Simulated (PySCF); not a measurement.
Polarisability and C₆ of I³⁵⁺ (iodine, charge +35)

[Ar], closed-shell 1S. All numbers are calculated (PySCF 2.14, scalar relativity by spin-free X2C-1e, in an uncontracted even-tempered set (18 s from 5.9 bohr⁻², ratio 2.5; 12 p from 7.7 bohr⁻², ratio 2.5; 5 d from 35 bohr⁻², ratio 2.7; 4 f from 52 bohr⁻², ratio 2.7)). Coupled (time-dependent) response in atomic units; α is the mean over directions.

```json
{"method": "UHF", "mean α (bohr³)": "0.005841", "C₆ (like pair)": "0.0005322", "S(−4)": "2.158e-05"}
{"method": "PBE0", "mean α (bohr³)": "0.005887", "C₆ (like pair)": "0.0005375", "S(−4)": "2.188e-05"}
```

S(−4) is the Cauchy moment in α(ω) = α(0) + S(−4) ω² + …

α(iu) at UHF:

| u (hartree) | α(iu) (bohr³) |
| --- | --- |
| 0 | 0.005841 |
| 2.00 | 0.005756 |
| 4.00 | 0.005518 |
| 8.00 | 0.004765 |
| 12.0 | 0.003941 |
| 16.0 | 0.003242 |
| 20.0 | 0.002703 |
| 30.0 | 0.001866 |
| 40.0 | 0.001423 |
| 60.0 | 0.0009811 |
| 100 | 0.0006183 |

A single London oscillator, α(iu) = α/(1 + u²/ω²), gives C₆ = (3/4) ω α². Matching the computed C₆ needs ω = 4 × 0.0005322 / (3 × 0.005841²) = 20.8 hartree.

For an ion, C₆ is the dispersion term alone; charge-induced terms of lower order in 1/R come first.
